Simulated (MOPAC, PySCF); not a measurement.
H$_{6}$O$_{2}$Si$_{3}$, SMILES `O[Si@@]1([SiH2]O1)[SiH3]` (H–O–Si–Si torsion 178°), neutral singlet in the gas phase. 

Z-matrix (Å, degrees):
```
Si
O 1 1.6441
H 2 0.9619 1 118.95
O 1 1.6862 2 115.91 3 -47.48
Si 4 1.7133 1 81.27 2 116.18
H 5 1.4811 4 113.62 1 119.03
H 5 1.4824 6 109.28 4 -126.62
Si 1 2.3368 2 106.37 3 -177.80
H 8 1.4813 1 107.87 2 -179.62
H 8 1.4813 9 109.31 1 -119.07
H 8 1.4823 9 109.59 10 -120.01
```
Charge 0, multiplicity 1.

All levels are single points at this geometry (B3LYP-D3(BJ)/def2-TZVP); Pople sets use spherical d functions. Orbital energies aren't observables, and empty levels follow the basis.

```csv
level,HOMO (eV),LUMO (eV),gap (eV),dipole (D),"vertical IE, Delta-SCF (eV)"
PBE-D3(BJ)/def2-TZVP in PySCF,-5.55,-1.73,3.82,1.23,8.34
ωB97X-D3(BJ)/def2-TZVP in PySCF,-8.87,1.05,9.93,1.42,8.68
B3LYP/6-31G* in PySCF,-6.29,-0.90,5.40,1.55,8.46
AM1 in MOPAC,-9.02,-1.78,7.24,2.40,–
PM6 in MOPAC,-7.51,-0.53,6.99,1.92,–
PM7 in MOPAC,-9.61,-0.99,8.61,2.31,–
```
